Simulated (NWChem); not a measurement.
System: MgHF; SMILES [F][MgH]

Here is an NWChem input.

```
start job
memory heap 200 mb stack 900 mb global 1100 mb
geometry units angstroms noautosym nocenter noautoz
  Mg    -0.000912    -0.592434     0.000000
  H     -0.005451    -2.280246     0.000000
  F      0.000812     1.168665     0.000000
end
basis spherical
  * library def2-tzvp
end
dft
  xc xpbe96 cpbe96
  iterations 150
end
tddft
  cis
  ecut -23.0
  nroots 6
  notriplet
end
task tddft energy
```

All runs use the structure optimised with PBE0/def2-SVP.

Core excitations by TDA in a window of 1s orbitals, non-relativistic and unshifted: absolute energies depend strongly on the exact-exchange share.

Problem. Predict the main results of this run. (PBE/def2-TZVP, restricted-window TDA.) Quantities: first 1s excitation (eV); dipole oscillator strength of the first; first state with f > 0.002 (eV); dipole oscillator strength of that state.

Solution. 
```
Quantity                                   Value
----------------------------------------  ------
first 1s excitation (eV)                   656.0
dipole oscillator strength of the first   0.0033
first state with f > 0.002 (eV)            656.0
dipole oscillator strength of that state  0.0033
```
